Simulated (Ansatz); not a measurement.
**HI (SMILES I): the vertical energy of the triplet above the singlet from total energies**

HI: 2 atoms, total charge 0, spin state singlet. As SMILES, `I`. Geometry: relaxed at PBE0-D4/def2-TZVP.

```xyz
2

I    -0.6839    0.2458   -0.3462
H     0.6839   -0.2458    0.3462
```

Both states at this one shape; open shells run unrestricted unless said. 1 Eh = 27.2114 eV.

| level | program | singlet HI (Eh) | triplet HI (Eh) |
| --- | --- | --- | --- |
| BLYP/def2-TZVPPD (core potential) | Ansatz | -298.251356 | -298.069786 |
| PBE/def2-TZVPPD (core potential) | Ansatz | -298.291799 | -298.110871 |
| r2SCAN/def2-TZVPPD (core potential) | Ansatz | -298.421083 | -298.240865 |
| wB97X/def2-TZVPPD (core potential) | Ansatz | -298.354700 | -298.163709 |

Problem. Work out the vertical gap, second state less first, at each level.

Solution. 
1. BLYP/def2-TZVPPD (core potential): -298.069786 − (-298.251356) = 0.181570 Eh = 4.94 eV.
2. PBE/def2-TZVPPD (core potential): -298.110871 − (-298.291799) = 0.180928 Eh = 4.92 eV.
3. r2SCAN/def2-TZVPPD (core potential): -298.240865 − (-298.421083) = 0.180218 Eh = 4.90 eV.
4. wB97X/def2-TZVPPD (core potential): -298.163709 − (-298.354700) = 0.190991 Eh = 5.20 eV.

No measured value is set beside it here; the levels span 4.90 to 5.20 eV. Spin-orbit coupling, which splits open shells on such heavy atoms by tenths of an eV, is left out.
